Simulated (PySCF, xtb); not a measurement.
CH₂Cl, SMILES [CH2]Cl (connectivity only; charge and spin as stated), charge +1, multiplicity 1.

GFN2-xTB (xtb) at its own geometry gives an orbital gap of 2.02 eV.

Coordinates come from a B3LYP-D3(BJ)/def2-TZVP optimisation. The spin state was assumed, not searched. The isomer is the one that the SMILES or the coordinates give; other isomers of the formula were not compared.

**Question.** What does PySCF with CAM-B3LYP/def2-TZVPD give? (An estimate is asked for; the answer gives what the named calculation found.)

**Answer.** gap 8.25 eV (levels -18.23 and -9.99 eV).
